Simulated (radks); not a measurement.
Task: These are the eigenvalues of the occupied orbitals of an atom or ion with whole-number occupations (eV). Method: scalar-relativistic Kohn-Sham, BLYP, spin-polarised, spherical densities, finite nucleus; Fermi nuclear charge, rms radius of each element as measured or else 0.836 A^(1/3) + 0.57 fm; computed with a radial shooting solver on a logarithmic mesh with Libxc functionals.

1s up: -53670.60
1s down: -53670.60
2s up: -8949.174
2s down: -8949.138
2p up: -7943.329
2p down: -7943.303
3s up: -2002.962
3s down: -2001.416
3p up: -1694.113
3p down: -1692.574
3d up: -1296.452
3d down: -1295.271
4s up: -408.3790
4s down: -404.8940
4p up: -306.6868
4p down: -303.2491
4d up: -168.1653
4d down: -164.7960
5s up: -63.6126
5s down: -61.9426
5p up: -39.7714
5p down: -38.5622
4f up: -18.1662
4f down: -15.2795

Which element is it, and in what charge state? The configuration may be excited. Open shells, if any, are filled with parallel spins first.

Result: Z = 66, dysprosium, charge +2: Dy2+ in [Xe] 4f10. The list shows which subshells hold electrons but not how many an open one holds; the 1s level, -1972.4 hartree, gives Z - s = 62.8 by -(Z - s)^2/2, which with screening and relativity narrows Z to a few neighbours, and the depths of the outer levels then fix element, charge and occupations together.
